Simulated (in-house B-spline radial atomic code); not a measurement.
**RPA and G0W0 on CAM-B3LYP: Ir⁴⁺**

Configuration [Xe] 4f14 5d5, highest spin, mean-field start CAM-B3LYP. Computed with a B-spline radial code for spherical atoms: all electrons, scalar-relativistic (spin-free one-electron X2C), finite nucleus, each spin shell either full or empty, empty states to l = 9 with an (l + 1/2)⁻⁴ tail; G0W0 by contour deformation at full frequency.

Without the two-electron picture change, the correlation of inner shells comes somewhat too large for so heavy an element.

Command:
```bash
python run_gw.py task.json out
```
Settings (radii: box in bohr, nucleus in fm):
```
Z                        77
electrons                73
configuration            [Xe] 4f14 5d5
hamiltonian              x2c
method                   camb3lyp
lmax                     9
rms_radius               5.4032
spin_polarised           True
box_radius               11.96
intervals                67
```

Run time, properties included: 16 s on 1 thread of Arm Neoverse N1, on a shared host.

Energies (hartree):

| term | value |
| --- | --- |
| mean-field total | -17827.10332 |
| Hartree-Fock functional on these orbitals | -17820.77586 |
| direct second order | -7.3763 |
| second-order exchange | 1.8464 |
| SOSEX correction | 1.7422 |

Task: What is the RPA correlation energy, and what remains with SOSEX?

Result: RPA gives -6.485 hartree (-2.42 eV per electron); RPA + SOSEX gives -4.7428, and the second-order doubles -5.5299 hartree (no singles). SOSEX takes back 27 % of the RPA value.

Quasi-particle levels (eV):

| level | occupied | mean field | Σx - vxc | Σc | QP weight | G0W0 |
| --- | --- | --- | --- | --- | --- | --- |
| 5d up | yes | -55.32 | -4.15 | ? | ? | ? |
| 5p down | yes | -103.02 | -5.03 | -0.06 | 0.945 | -108.11 |
| 4f down | yes | -115.10 | -15.24 | 6.67 | 0.912 | -123.67 |
| 5d down | no | -44.85 | 6.09 | -3.13 | 0.961 | -41.89 |

G0W0 = mean field + (Σx - vxc) + Σc, with Σc (partial-wave tail included) taken at the quasi-particle energy. Only the outer levels were computed. Levels of low weight are left out.

Task: Where does G0W0 put 5d up?

Result: At -59.84 eV, with Σc = -0.37 eV and a quasi-particle weight of 0.960. The tabulated removal energy is 57 ± 1.9 eV (NIST, tabulated theory); the calculation leaves out spin-orbit coupling, Breit and QED terms, and what these don't explain is the method's own error.
